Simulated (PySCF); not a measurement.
A structure optimised at PBE-D3(BJ)/def2-SVP, used in a PySCF frequency run:

```
N
H 1 1.0279
C 1 1.4550 2 109.88
H 3 1.1139 1 108.94 2 -178.14
H 3 1.1250 4 105.12 1 123.58
C 1 1.4557 2 109.39 3 126.92
H 6 1.1141 1 107.94 2 174.96
H 6 1.1255 7 105.42 1 -120.85
C 6 1.5284 7 109.34 8 -117.53
H 9 1.1109 6 108.22 7 -64.95
H 9 1.1140 10 105.89 6 116.62
C 9 1.5282 10 110.72 11 118.70
H 12 1.1082 9 111.57 10 -58.66
H 12 1.1101 13 107.46 9 -122.26
H 12 1.1101 13 107.50 14 -115.19
Si 3 1.9032 4 106.79 5 117.23
H 16 1.5029 3 110.98 4 52.37
H 16 1.5066 17 109.22 3 121.96
H 16 1.5077 17 108.58 18 118.06
```

Problem. Write its SMILES and formula.

Solution. CCCNC[SiH3], C4H13NSi

Problem. What are its rotational constants (standard atomic weights)?

Solution. 12.620, 0.82741, 0.80208 GHz
